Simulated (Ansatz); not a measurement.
Gas-phase electronic energies from Ansatz, PBE0-D4/def2-TZVP geometries. CCSD(T)/CBS adds triple-zeta CCSD(T) − MP2 to the extrapolated MP2 energy (def2 sets, frozen cores). This one scheme is used for every species. DFT in def2-TZVPP. HSE06 is defined as in plane-wave codes.

Consider the hydrogenolysis of the Si–C bond: `C[Si](Cl)(Cl)Cl` + H₂ → trichlorosilane + CH₄.

| level | ΔE (kJ/mol) | difference from CCSD(T)/CBS |
| --- | --- | --- |
| HSE06-D4 | -8.1 | 0.0 |
| ωB97X-V | -9.6 | -1.5 |
| PBE-QIDH | -9.8 | -1.7 |
| r2SCANh | -8.8 | -0.7 |
| r2SCAN0 | -10.2 | -2.1 |
| LC-ωPBE | -12.7 | -4.6 |
| HF/def2-SVP | -36.6 | -28.5 |
| CCSD(T)/def2-SVP | -20.6 | -12.5 |
| SCS-MP2/def2-QZVPP | -10.2 | -2.1 |
| MP2/CBS(def2) | -1.8 | 6.3 |
| CCSD(T)/CBS | -8.1 | 0 |

Task: What do rigid-rotor, harmonic-oscillator terms from PBE0-D4/def2-TZVP frequencies (298.15 K, 1 bar) make of the CCSD(T)/CBS value? (Best estimate.)

Result: The calculation gave: ΔZPE = +16.4 kJ/mol, ΔH = +4.6 kJ/mol, ΔS = 21 J/(mol·K), ΔG = -1.6 kJ/mol.

Largest T1 diagnostic among the species: 0.009.

In def2-TZVPP, CCSD(T) changes the Hartree–Fock value by +22.8 kJ/mol (the triples alone add +4.4 kJ/mol) and MP2 by +29.2 kJ/mol. At CCSD(T), def2-SVP lies −12.5 kJ/mol from the extrapolated value and def2-TZVPP −2.1 kJ/mol.
